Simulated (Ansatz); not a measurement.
`[F][Ti]([Cl])([Cl])[Br]` + H–F → `[F][Ti]([F])([Cl])[Cl]` + HBr at 400 K and 1 bar (ligand exchange at a Ti–Br bond).

Isolated molecules relaxed with PBE0-D4/def2-TZVP in Ansatz; ΔE leaves out vibrations. CBS: MP2 limit from def2 TZ/QZ plus the TZ coupled-cluster correction, frozen cores. This one scheme is used for every species. For Br, Ti outer-core shells are correlated without core-valence functions, which leaves a few kJ/mol of doubt a bond. Scalar relativity is left out up to krypton.

```tsv
species	CCSD(T)/CBS energy (Eh)	H − E (kJ/mol)	S (J/(mol·K))
`[F][Ti]([Cl])([Cl])[Br]`	-4441.85096	47.7	402.0
H–F	-100.39570	36.5	182.2
`[F][Ti]([F])([Cl])[Cl]`	-1968.32938	49.4	371.8
HBr	-2573.91920	27.6	207.2
```

H − E and S are ideal-gas, rigid-rotor, harmonic terms from PBE0-D4/def2-TZVP. 1 Eh = 2625.50 kJ/mol, R = 8.31446 J/(mol·K).

Q: By hand: ΔE, ΔH, ΔS and ΔG.

A: ΔE = (-1968.32938) + (-2573.91920) − (-4441.85096) − (-100.39570) = -0.00192 Eh = -5.0 kJ/mol. Δ(H − E) = 49.4 + 27.6 − 47.7 − 36.5 = -7.2, so ΔH = -12.2 kJ/mol. ΔS = 371.8 + 207.2 − 402.0 − 182.2 = -5.2 J/(mol·K). ΔG = -12.2 − 400 × (-5.2)/1000 = -10.1 kJ/mol.

Q: By hand: the equilibrium constant, and the temperature at which ΔG would vanish if ΔH and ΔS stayed fixed.

A: log₁₀ K = −ΔG/(RT ln 10) = 1.3. ΔG = 0 at ΔH/ΔS = 2346 K, though so small a ΔS makes that figure unsure.

The number of gas molecules stays the same, so ΔS is small and ΔH decides. A doubt of 5 kJ/mol in ΔE shifts log₁₀ K by 0.7 here. These are equilibria of isolated gas molecules and say nothing of rates. Largest T1 diagnostic: 0.024 (customary marks: 0.02 for closed shells, 0.045 for open ones).
